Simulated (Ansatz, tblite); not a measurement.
Nan (charge -1): E(high spin) − E(low spin) (eV) at several levels, gas phase, relaxed structures; Ansatz, xTB through tblite. Each state is relaxed at the level in the geometry column; the other columns are single points. Clusters are the lowest isomers that short searches found in that spin, judged at the geometry's level. xTB has no spin-polarisation term. Singlets are spin-restricted. The structures are stationary points that may keep the symmetry of their start. Correlated methods freeze inner cores and use unrestricted references for open shells. Remarks come from the PBE and PBE0 runs and from stability tests at other levels; not every state was tested. A HOMO above zero means that the electron is unbound at that level and held by the basis, or that self-interaction error raises the level; the energy of removing that electron tells which. HOMO above LUMO (over both spins in singlets and doublets, within one spin in higher multiplets; at PBE or PBE0), or a gap under 0.15 eV within one spin, warns that the state may not be the lowest or that an electron is smeared out.

```csv
species,state,geometry,GFN2-xTB,PBE/def2-TZVPD,PBE0/def2-TZVPD,RPA@PBE/def2-TZVPD,remarks
Na3⁻,triplet − singlet,PBE0/def2-TZVPD,1.76,0.55,0.54,0.60,"HOMO above zero at PBE or PBE0, HOMO above zero (triplet), HOMO above zero (quintet), gap within one spin near zero at PBE or PBE0 (quintet)"
Na5⁻,quintet − singlet,PBE0/def2-SVPD,2.75,1.12,1.05,1.12,"HOMO above zero at PBE or PBE0, HOMO above zero (triplet), HOMO above zero (quintet)"
```

Question: Estimate the rows for Na4⁻ (quartet − doublet, PBE0/def2-TZVPD geometry).

Answer: 
```
species              state         geometry  GFN2-xTB  PBE/def2-TZVPD  PBE0/def2-TZVPD  RPA@PBE/def2-TZVPD                                                                                         remarks
   Na4⁻  quartet − doublet  PBE0/def2-TZVPD      1.67            0.61             0.57                0.62  HOMO above zero at PBE or PBE0, spin-contaminated (⟨S²⟩ up to 0.85), HOMO above zero (quartet)
```
